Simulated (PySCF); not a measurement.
acetonitrile (C$_{2}$H$_{3}$N), singlet, geometry from GFN2-xTB; MP2/def2-TZVPD in PySCF.

The PySCF input:
```python
from pyscf import gto, scf, mp

mol = gto.Mole()
mol.atom = '''
    C    -0.014757    0.011163   -1.162762
    C     0.003475   -0.002628    0.273792
    N     0.017974   -0.013596    1.416241
    H    -0.009997    1.041350   -1.516885
    H     0.865048   -0.506705   -1.542852
    H    -0.913176   -0.490678   -1.520130
'''
mol.basis = 'def2-tzvpd'
mol.charge = 0
mol.spin = 0
mol.verbose = 3
mol.build()

mf = scf.RHF(mol)
mf.kernel()

pt = mp.MP2(mf, frozen=3)
pt.kernel()
print('E(MP2) = %.10f' % pt.e_tot)
mf.analyze()
```

What the program printed (banner, timings and long lists left out):

```
converged SCF energy = -131.978056869221
E(RMP2) = -132.48409268601  E_corr = -0.50603581678879
E(SCS-RMP2) = -132.47939192994  E_corr = -0.501335060718842
E(MP2) = -132.4840926860
**** MO energy ****
MO #1   energy= -15.5655587965006  occ= 2
MO #2   energy= -11.2818974608098  occ= 2
MO #3   energy= -11.2715110106407  occ= 2
MO #4   energy= -1.22626253629981  occ= 2
MO #5   energy= -1.04652460213046  occ= 2
MO #6   energy= -0.699166063489926 occ= 2
MO #7   energy= -0.634128871298546 occ= 2
MO #8   energy= -0.63412865132297  occ= 2
MO #9   energy= -0.555844711954741 occ= 2
MO #10  energy= -0.464415241853577 occ= 2
MO #11  energy= -0.464415208618127 occ= 2
MO #12  energy= 0.0580724291432091 occ= 0
MO #13  energy= 0.0979595493517422 occ= 0
MO #14  energy= 0.138051726432219  occ= 0
MO #15  energy= 0.138051745993235  occ= 0
MO #16  energy= 0.176337422684365  occ= 0
MO #17  energy= 0.177359705270239  occ= 0
MO #18  energy= 0.177359722491421  occ= 0
MO #19  energy= 0.20386376048147   occ= 0
 ** Mulliken atomic charges  **
charge of    0C =     -0.30602
charge of    1C =      0.14125
charge of    2N =     -0.25871
charge of    3H =      0.14116
charge of    4H =      0.14116
charge of    5H =      0.14116
Dipole moment(X, Y, Z, Debye): -0.05335,  0.04036, -4.20360
```
